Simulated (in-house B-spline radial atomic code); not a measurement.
The numbers below are computed, except where a source is named.
## Building a PAW s channel for As, r_c = 1.49 bohr

As, [Ar] 3d10 4s2 4p3, non-relativistic LDA (VWN5), spherical and spin-unpolarised, from an all-electron radial atomic-structure program (B-spline basis) (atomic units; all potentials screened as in the neutral atom).

Two all-electron partial waves φ1, φ2 are integrated outwards at E1 = ε(4s) = -0.523669 and E2 = E1 + 1 hartree; φ1 is the bound orbital and φ2 has unit norm inside r_c = 1.4873 bohr. Smooth partners are polynomials, r^1(a0 + a1 r² + a2 r⁴ + a3 r⁶), matched to φ and three derivatives at r_c, with no condition on the norm. The local potential is -11.0906 + (11.7821) r² + (-5.37698) r⁴ + (0.912036) r⁶ inside 1.2177 bohr and the all-electron one outside.

```json
{"wave": "1", "φ(r_c)": "0.7802593", "φ'(r_c)": "0.2101903", "a0": "0.1337592", "a1": "0.5866215", "a2": "-0.2586136", "a3": "0.03313634"}
{"wave": "2", "φ(r_c)": "1.240513", "φ'(r_c)": "-0.9830209", "a0": "0.6351206", "a1": "0.969961", "a2": "-0.5693235", "a3": "0.0775244"}
```

Inside r_c the overlaps are <φi φj> = [[0.26712, 0.51388], [0.51388, 1.00000]] and, for the smooth waves, [[0.27069, 0.54489], [0.54489, 1.12518]]. With χj = (Ej − T − V_local) applied to smooth wave j, the program's quadrature gives the matrix B_ij = <smooth i, χj> as [[0.47508, 1.19216], [1.16114, 2.94434]].

**Question.** Check the match of the first wave, and find the augmentation charges q_ij.

**Answer.** At r_c the four terms are 0.19894, 1.92998, -1.88211, 0.53345, which sum to 0.7803, φ1(r_c) to rounding. q_ij is the all-electron overlap less the smooth one: [[-0.00357, -0.03102], [-0.03102, -0.12518]]. The smooth first wave has a norm of 0.2707 inside r_c against 0.2671, so q11 is negative and must stay small enough for the overlap operator to be positive.

**Question.** B isn't symmetric. Show that D_ij = B_ij + Ej q_ij is.

**Answer.** Integrating by parts gives B12 − B21 = (E1 − E2) q12: 1.19216 − (1.16114) = 0.03102, and −1 × (-0.03102) = 0.03102. So D12 = 1.19216 + (0.476331)(-0.03102) = 1.17739 and D21 = 1.16114 + (-0.523669)(-0.03102) = 1.17738; D11 = 0.47695, D22 = 2.88471. The projectors, p = (B⁻¹)ᵀ χ, are dual to the smooth waves; det B = 0.015, small beside B11 B22, as the two smooth waves look alike inside r_c.

Solving (T + V_local + Σ p D p) ψ = E (1 + Σ p q p) ψ in a sphere of 9 bohr gives these levels:

```tsv
all-electron	one projector	two projectors
-0.523667	-0.558760	-9.583380
0.019208	-0.523667	-0.523667
0.311710	0.020391	0.019208
0.769242	0.314714	0.311709
1.378030	0.775241	0.769240
```

**Question.** What does the second projector gain?

**Answer.** With one projector a ghost lies below the reference level, so the set fails. With two a ghost lies below the reference level, so the set fails. The lowest eigenvalue of the overlap operator is 0.9616 with one and 0.1435 with two projectors. The smooth orbital alone needs a cutoff of 9.68 hartree for 1 millihartree of kinetic energy, against 18.5 for a norm-conserving Troullier-Martins orbital of the same radius, which is no gain while the set fails.
